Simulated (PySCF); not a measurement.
Pb(Cl)2 anion (Cl2Pb), SMILES [Cl][Pb][Cl] (connectivity only; charge and spin as stated), charge -1, multiplicity 2.

Geometry optimised at r2SCAN-D4/def2-SVPD. The multiplicity is an assumed one; other spin states were not compared. The isomer is the one that the SMILES or the coordinates give; other isomers of the formula were not compared. The def2 effective core potentials stand for the cores of Pb; spin–orbit coupling is left out.

These are PySCF with IEF-PCM-B3LYP/def2-SVPD values and carry that method's errors.

The values are the electrostatic part of the solvation free energy, E(continuum) − E(gas) at the gas-phase geometry, in a cavity of scaled van der Waals radii (PySCF's table); cavitation and dispersion terms are not included. A continuum can't describe solvent molecules that bind to the metal.

```
solvent                    ε  ΔG(elec) (kcal/mol)
---------------------  -----  -------------------
water                  78.36           (withheld)
N,N-dimethylformamide  37.22                -51.1
diethylether            4.24                -39.3
```

Question: Complete the blanks. (The exact figures need the calculation; the answer reports its results.)

Answer: 
- water, ΔG(elec) (kcal/mol): -51.9
